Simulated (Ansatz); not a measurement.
This singlet lies 3.00 eV below the relaxed triplet at the level frozen-core CCSD(T)/cc-pVTZ // B3LYP-D3(BJ)/def2-TZVP (Ansatz, a quantum-chemistry and plane-wave program).

Computed with B3LYP-D3(BJ)/def2-TZVP in Ansatz. No frequencies were computed at this level.

Ansatz 0.2 input:
```yaml
crystal:
  periodic: [false, false, false]
  atoms:
    - { symbol: F, position_ang: [-1.402331, -0.501011, 0.000006] }
    - { symbol: Ge, position_ang: [-0.179453, 0.856937, -0.000001] }
    - { symbol: Cl, position_ang: [1.581784, -0.355926, -0.000005] }
basis:
  gaussian: { orbitals: def2-tzvp }
hamiltonian:
  xc: b3lyp
  dispersion: d3bj
relax:
  max_steps: 150
```

Output:

```
Functional definition: B3LYP
808 factors; their error is unknown
mean field evaluation 1: about -71759.8312 eV, gradient 4.5e1 eV
mean field evaluation 2: about -71733.9618 eV, gradient 1.3e2 eV
mean field evaluation 4: about -71762.8883 eV, gradient 7.9e0 eV
mean field evaluation 8: about -71763.2573 eV, gradient 1.2e-1 eV
mean field evaluation 16: about -71763.2573 eV, gradient 4.9e-5 eV
mean field -71763.25729379 eV, -2637.2510626638 hartree, gradient 4.9e-5 eV, S^2 0.000000; 0 other end points of the search recorded, 0 dependent functions left out
reference -71763.25748616 eV, -2637.2510697333 hartree; 29, 29 occupied and 87, 87 virtual orbitals, 808 factors
relax step   1: F+E_penalty+E_count = -71763.36666391 eV  Δ(F+E_penalty+E_count) = +0.000e0 eV  max|allowed force component| = 1.504e0 eV/Å  Δτ_max = 0.0000 Å  (27 SCF iters, accepted)
these checks for a lower state are left out or cut short: starts, cluster_reference, orbital_swaps, neighbouring_geometries, increment
808 factors; their error is unknown
mean field -71763.31189416 eV, -2637.2530691904 hartree, gradient 8.2e-6 eV, S^2 0.000000; 0 other end points of the search recorded, 0 dependent functions left out
reference -71763.31208677 eV, -2637.2530762687 hartree; 29, 29 occupied and 87, 87 virtual orbitals, 808 factors
relax step   2: F+E_penalty+E_count = -71763.42069090 eV  Δ(F+E_penalty+E_count) = -5.403e-2 eV  max|allowed force component| = 6.946e-1 eV/Å  Δτ_max = 0.0371 Å  (30 SCF iters, accepted)
these checks for a lower state are left out or cut short: starts, cluster_reference, orbital_swaps, neighbouring_geometries, increment
808 factors; their error is unknown
mean field evaluation 32: about -71763.3265 eV, gradient 7.0e-6 eV
mean field -71763.32652399 eV, -2637.2536068269 hartree, gradient 7.0e-6 eV, S^2 0.000000; 0 other end points of the search recorded, 0 dependent functions left out
reference -71763.32671708 eV, -2637.2536139227 hartree; 29, 29 occupied and 87, 87 virtual orbitals, 808 factors
relax step   3: F+E_penalty+E_count = -71763.43563256 eV  Δ(F+E_penalty+E_count) = -1.494e-2 eV  max|allowed force component| = 1.195e-1 eV/Å  Δτ_max = 0.0320 Å  (30 SCF iters, accepted)
these checks for a lower state are left out or cut short: starts, cluster_reference, orbital_swaps, neighbouring_geometries, increment
808 factors; their error is unknown
mean field -71763.32769190 eV, -2637.2536497466 hartree, gradient 2.0e-5 eV, S^2 0.000000; 0 other end points of the search recorded, 0 dependent functions left out
reference -71763.32788466 eV, -2637.2536568306 hartree; 29, 29 occupied and 87, 87 virtual orbitals, 808 factors
relax step   4: F+E_penalty+E_count = -71763.43652241 eV  Δ(F+E_penalty+E_count) = -8.898e-4 eV  max|allowed force component| = 4.370e-2 eV/Å  Δτ_max = 0.0177 Å  (30 SCF iters, accepted)
these checks for a lower state are left out or cut short: starts, cluster_reference, orbital_swaps, neighbouring_geometries, increment
808 factors; their error is unknown
mean field -71763.32774568 eV, -2637.2536517230 hartree, gradient 2.7e-5 eV, S^2 0.000000; 0 other end points of the search recorded, 0 dependent functions left out
reference -71763.32793854 eV, -2637.2536588107 hartree; 29, 29 occupied and 87, 87 virtual orbitals, 808 factors
relax step   5: F+E_penalty+E_count = -71763.43664163 eV  Δ(F+E_penalty+E_count) = -1.192e-4 eV  max|allowed force component| = 2.488e-3 eV/Å  Δτ_max = 0.0043 Å  (30 SCF iters, accepted)
808 factors; their error is unknown
mean field evaluation 64: about -71763.3277 eV, gradient 6.1e-5 eV
mean field -71763.32774568 eV, -2637.2536517230 hartree, gradient 2.7e-5 eV, S^2 0.000000; 1 other end points of the search recorded, 0 dependent functions left out
reference -71763.32793854 eV, -2637.2536588107 hartree; 29, 29 occupied and 87, 87 virtual orbitals, 808 factors
Total energy: -71763.43683450 eV, -2637.2576606632 hartree
Atom 0 at    -1.398692    -0.472541     0.000006 Å, force     0.001097     0.000890    -0.000000 eV/Å
Atom 1 at    -0.222647     0.839019    -0.000001 Å, force     0.001390    -0.002304    -0.000000 eV/Å
Atom 2 at     1.621339    -0.366478    -0.000005 Å, force    -0.002488     0.001414     0.000000 eV/Å
Dipole moment:    -0.058731     0.504697    -0.000001 e Å
```

Cost: very roughly 14 core-seconds.
